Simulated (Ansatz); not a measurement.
System: SiN₂H₅, charge 0, doublet. SiN2H5 (SMILES N[SiH]N, doublet).
B3LYP-D3(BJ)/def2-TZVP minimum from Ansatz (a program for electronic structure):
```xyz
8

Si    -0.2565     0.5037     0.0564
N      1.3579     0.1871    -0.4670
N     -0.9946    -1.0319     0.2730
H     -0.0641     1.3384     1.2899
H      2.0780     0.8806    -0.3338
H      1.5296    -0.3701    -1.2901
H     -1.9906    -1.1640     0.2389
H     -0.5048    -1.8233     0.6630
```
Charge 0, spin multiplicity 2.

Total energies in cc-pV(D+d)Z, 19 correlated electrons, 7 frozen orbitals. Radicals and triplets start from unrestricted determinants; spin-orbit coupling is neglected. Cores are frozen in correlated methods. No relativity.

```csv
method,program,energy (Eh),minus CCSDT(Q) (mEh)
HF,Ansatz,-400.76302,476.09
MP2,Ansatz,-401.19091,48.20
CCSD,Ansatz,-401.22566,13.45
CCSD(T),Ansatz,-401.23716,1.95
CCSDT(Q),Ansatz,-401.23911,0.00
```

Rough core times of Ansatz's runs on a shared machine: CCSD(T) under 20 s, CCSDT(Q) 30 min.
